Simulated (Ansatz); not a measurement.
Reactions of CH₂BCl₂InO (`[Cl][In]([Cl])[CH]1BO1`).

Computed with Ansatz on PBE0-D4/def2-TZVP structures; ΔE is electronic, products minus reactants. CBS: MP2 limit from def2 TZ/QZ plus the TZ coupled-cluster correction, frozen cores. This one scheme is used for every species. def2 core potentials past Kr. For Br, In, Se outer-core shells are correlated without core-valence functions, which leaves a few kJ/mol of doubt a bond. Scalar relativity is left out up to krypton. One conformer a species, not always the lowest.

**Question.** Order these by ΔE at CCSD(T)/CBS, lowest first. (Estimate.)
A. `[Cl][In]([Cl])[CH]1BO1` + H₂Se → `[Cl][In]([Cl])[SeH]` + `B1CO1`
B. `[Cl][In]([Cl])[CH]1BO1` + H₂ → `B1CO1` + `[Cl][InH][Cl]`
C. `[Cl][In]([Cl])[CH]1BO1` + HBr → `[Cl][In]([Cl])[Br]` + `B1CO1`
D. `[Cl][In]([Cl])[CH]1BO1` + `O[SiH3]` → `[SiH3][O][In]([Cl])[Cl]` + `B1CO1`

**Answer.** C (-32.4 kcal/mol), A (-29.6 kcal/mol), D (-11.7 kcal/mol), B (-7.9 kcal/mol).

Largest T1 diagnostic: 0.016, for `B1CO1`.
